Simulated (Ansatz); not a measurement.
Basis-set extrapolation for H9NSi3, SMILES `N[SiH]([SiH3])[SiH3]` (PBE0-D4/def2-TZVP geometry, frozen core, Ansatz 0.2.0). Multiplicity 1, RHF reference.

```tsv
	def2-TZVPP	def2-QZVPP
HF	-926.560541	-926.590462
MP2 correlation	-0.598793	-0.642422
CCSD(T) correlation	-0.693520	not run
```

Energies in hartree. Use E(X) = E(∞) + A·exp(−7.88·√X) for Hartree–Fock and E(X) = E(∞) + B·X^(−2.97) for correlation, with X = 3 and 4, and add CCSD(T) minus MP2 of the smaller set to the MP2 limit.

**Question.** What is the CCSD(T) energy at the basis-set limit?

**Answer.** HF limit: -926.590462 + (-0.029921) × 0.13774 = -926.59458. MP2 limit: -0.642422 + (-0.043629) × 0.74074 = -0.67474. Higher-order term: -0.693520 − (-0.598793) = -0.09473. Total: -927.36405 hartree, 288.8 kJ/mol below CCSD(T)/def2-TZVPP.
